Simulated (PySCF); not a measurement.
CH₅FOSi, SMILES C[Si@H](O)F. Atoms are numbered in the order given.

```xyz
9

C     -1.3502    -0.5314     0.9208
Si    -0.1152     0.1051    -0.3306
O      1.0477    -1.0233    -0.7329
F      0.6006     1.4259     0.3353
H     -0.8521    -0.8065     1.8734
H     -1.8789    -1.4268     0.5356
H     -2.1084     0.2444     1.1521
H     -0.7256     0.5167    -1.6291
H      1.4917    -1.4569     0.0165
```
Charge 0, spin multiplicity 1.

The structure is a stationary point at PBE-D3(BJ)/def2-SVP. The structure was generated by enumeration; whether it is a known compound was not checked. The values are those of a single conformer.

These are PySCF 2.14.0 with PBE-D3(BJ)/def2-SVP values and carry that method's errors.

Frequencies are harmonic and unscaled.

| mode | ν (cm⁻¹) | IR (km/mol) | moving atoms (share of kinetic energy) |
|---|---|---|---|
| 1 | 146 | 0.2 | H 96 % |
| 2 | 197 | 22.6 | H 52 %, C 16 %, O 15 %, F 9 %, Si 8 % |
| 3 | 237 | 19.6 | H 44 %, F 31 %, C 13 %, Si 10 % |
| 4 | 297 | 60.1 | H 45 %, Si 22 %, O 17 %, F 8 % |
| 5 | 326 | 62.9 | O 38 %, F 26 %, Si 18 %, H 17 % |
| 6 | 639 | 4.3 | H 58 %, C 33 % |
| 7 | 693 | 57.4 | H 54 %, C 18 %, Si 13 %, O 10 % |
| 8 | 730 | 8.1 | H 74 %, C 18 % |
| 9 | 803 | 90.6 | H 37 %, O 23 %, Si 18 %, C 11 %, F 11 % |
| 10 | 812 | 25.4 | H 60 %, F 27 %, Si 8 % |
| 11 | 866 | 145.1 | H 85 %, O 9 % |
| 12 | 893 | 145.3 | H 50 %, Si 28 % |
| 13 | 942 | 207.4 | Si 47 %, H 21 %, O 18 %, F 11 % |
| 14 | 1226 | 38.0 | H 77 %, C 22 % |
| 15 | 1378 | 2.5 | H 96 % |
| 16 | 1382 | 4.4 | H 96 % |
| 17 | 2228 | 127.6 | H 97 % |
| 18 | 2977 | 0.5 | H 97 % |
| 19 | 3075 | 2.8 | H 91 %, C 9 % |
| 20 | 3082 | 2.2 | H 91 %, C 9 % |
| 21 | 3767 | 66.0 | H 94 % |
